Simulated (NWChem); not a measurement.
Molecule: C₃H₂N₂O; SMILES N#C/N=C/C=O

```xyz
8

N      0.2990     3.0016     0.0000
C     -0.0106     1.8797     0.0000
N     -0.4860     0.6383     0.0000
C      0.2792    -0.3853     0.0000
C     -0.3522    -1.7350     0.0000
O      0.3026    -2.7419     0.0000
H      1.3816    -0.3433     0.0000
H     -1.4687    -1.7191     0.0000
```
Atoms are numbered in this order, from 1.

Geometry: optimised at PBE0/def2-SVP.

Task: Give the principal values of the shielding tensors (ppm) of N1, C2, N3, C4, C5 from B3LYP/6-31G* (spherical d), GIAO (NWChem), with their diamagnetic and paramagnetic parts as GIAO splits them.

Result: 
| atom | σ11 | σ22 | σ33 | isotropic | diamagnetic | paramagnetic |
|---|---|---|---|---|---|---|
| N1 | -156.2 | -55.9 | 63.2 | -49.6 | 337.5 | -387.1 |
| C2 | -16.6 | -9.5 | 295.6 | 89.9 | 259.2 | -169.3 |
| N3 | -432.8 | -9.3 | 231.4 | -70.2 | 325.1 | -395.3 |
| C4 | -79.4 | 39.4 | 121.2 | 27.0 | 255.9 | -228.8 |
| C5 | -74.0 | 9.4 | 93.8 | 9.7 | 252.9 | -243.2 |
